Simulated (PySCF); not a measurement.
## PySCF run on F3Ga

The script input.py:

```python
from pyscf import gto, dft

mol = gto.M(
    atom='Ga 0 0 0; F 1.7243 0 0; F -0.8621 1.4933 0; F -0.8622 -1.4933 0',
    basis='sbkjc',
    ecp={'Ga': 'sbkjc', 'F': 'sbkjc'},
    charge=0,
    spin=0,
    cart=True,
    verbose=3,
)
mf = dft.UKS(mol, xc='b3lyp')
mf.kernel()
mf.dip_moment()
print('orbital energies (hartree):', [e[max(0, n-3):n+3].round(4) for e, n in zip(mf.mo_energy, mol.nelec)])
```

```bash
$ OMP_NUM_THREADS=1 python input.py
```

Output:

```
converged SCF energy = -331.017600691404  <S^2> = -7.1054274e-15  2S+1 = 1
Dipole moment(X, Y, Z, Debye):  0.00003,  0.00004, -0.00000
orbital energies (hartree): [array([-0.4248, -0.4248, -0.4204, -0.1151, -0.0515,  0.0683]), array([-0.4248, -0.4248, -0.4204, -0.1151, -0.0515,  0.0683])]
```

In short: E(SCF) = -331.017601 Eh, μ(SCF) = 0.00 D.

It ran on Arm Neoverse N1 (1 thread, shared host) in 9.2 s.

No search for the lowest solution was made.
